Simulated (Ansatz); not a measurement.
Energy difference R1 → P1 + P2, each structure at its B3LYP-D3(BJ)/def2-TZVP stationary point, reached from a drawn start (curvature not checked).
R1, NH3 (SMILES N) (charge 0, multiplicity 1):
```xyz
4

N     -0.0022    -0.0022    -0.2791
H      0.9433    -0.0095     0.0858
H     -0.4615     0.8223     0.0904
H     -0.4795    -0.8106     0.1031
```
P1, NH (SMILES [NH]) (charge 0, multiplicity 3):
| atom | x (Å) | y (Å) | z (Å) |
|---|---|---|---|
| N | -0.0093 | -0.0188 | -0.5205 |
| H | 0.0093 | 0.0188 | 0.5205 |
P2: H2 (SMILES [H][H]), charge 0, multiplicity 1.

P less R. No zero-point or thermal terms; singlets are restricted closed shells; open shells are unrestricted.

Cores are frozen in the correlated methods.

The values were computed with Ansatz (a quantum-chemistry and plane-wave program). All values are computed, each at the level named.

Total energies in hartree:

```json
[
 {"structure": "R1", "PBE/def2-TZVPP": "-56.510609", "PBE0/def2-TZVPP": "-56.515728", "CCSD(T)/cc-pVQZ": "-56.492971"},
 {"structure": "P1", "PBE/def2-TZVPP": "-55.172126", "PBE0/def2-TZVPP": "-55.180018", "CCSD(T)/cc-pVQZ": "-55.154563"},
 {"structure": "P2", "PBE/def2-TZVPP": "-1.166122", "PBE0/def2-TZVPP": "-1.168485", "CCSD(T)/cc-pVQZ": "-1.173794"}
]
```

Problem. Work out the reaction energy at each level in kcal/mol (1 hartree = 627.50947 kcal/mol), and say how far PBE/def2-TZVPP lies from CCSD(T)/cc-pVQZ.

Solution. 
- PBE/def2-TZVPP: (-55.172126) + (-1.166122) − (-56.510609) = 0.172361 hartree = 108.16 kcal/mol
- PBE0/def2-TZVPP: (-55.180018) + (-1.168485) − (-56.515728) = 0.167225 hartree = 104.94 kcal/mol
- CCSD(T)/cc-pVQZ: (-55.154563) + (-1.173794) − (-56.492971) = 0.164614 hartree = 103.30 kcal/mol
PBE/def2-TZVPP less CCSD(T)/cc-pVQZ: 4.86 kcal/mol. CCSD(T)/cc-pVQZ is the level counted from, the highest shown, and no exact or measured value.
